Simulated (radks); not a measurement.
Question: All-electron atom: Bi LII in [Ar] 3d10 4s2 4p2. Method: scalar-relativistic Kohn-Sham, exchange-only LDA, spin-polarised, spherical densities, point nucleus; open shells are filled with parallel spins first (spin-orbit coupling, left out, can overturn this in heavy ions); computed with a radial shooting solver on a logarithmic mesh with Libxc functionals. Some entries of the table are withheld. Estimate them.

orbital,occ.,eigenvalue (Ry),r(max) (bohr),<r> (bohr)
1s up,1,-6865.036,0.009660,0.01579
1s down,1,-6864.835,0.009660,0.01579
2s up,1,-1398.886,0.05617,0.06639
2s down,1,-1398.761,0.05617,0.06639
2p up,3,-1226.429,0.04686,0.06044
2p down,3,-1226.262,0.04687,0.06044
3s up,1,-481.5119,0.1572,0.1689
3s down,1,-481.3136,0.1572,0.1689
3p up,3,-431.8905,0.1571,0.1701
3p down,3,-431.6705,0.1571,0.1700
3d up,5,-384.0395,(1),0.1533
3d down,5,-383.8423,(2),0.1532
4s up,1,-234.0426,0.3316,0.3349
4s down,1,-233.1163,0.3313,0.3347
4p up,2,-215.2882,0.3428,0.3453
4p down,0,-214.3556,0.3425,0.3452

Answer: 
(1) 3d up r(max) (bohr): 0.1273
(2) 3d down r(max) (bohr): 0.1273
